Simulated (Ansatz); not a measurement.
Gas-phase reaction in SMILES: NBN + 2 [H][H] (H2) -> B (BH3) + 2 N (NH3)
Structures are relaxed separately at B3LYP-D3(BJ)/def2-TZVP in Ansatz (a program for electronic structure), one conformer each, not searched for the lowest.
Geometry of the first species:
```xyz
8

B     -0.0373    -0.2294     0.4415
N     -1.2201     0.2041    -0.1962
N      1.2464    -0.0420    -0.1157
H     -0.1267    -0.7790     1.4993
H     -1.2476     0.6744    -1.0851
H     -2.1264     0.0644     0.2112
H      1.4236     0.4079    -0.9979
H      2.0791    -0.3552     0.3484
```
Charge 0, spin multiplicity 1.

Wanted: energy of full hydrogenation (electronic energy difference), in eV. Valence correlation only, unless marked. Spin-orbit coupling is left out. No relativistic terms. CBS marks a two-point X^-3 extrapolation of the correlation energy; Hartree-Fock from the larger set.

| level | program | energy of full hydrogenation (eV) |
|---|---|---|
| HF/aug-cc-pVDZ | Ansatz | 1.55 |

Estimate the value at CCSD(T)/CBS(cc-pVTZ,cc-pVQZ) as computed with Ansatz.

2.09 eV
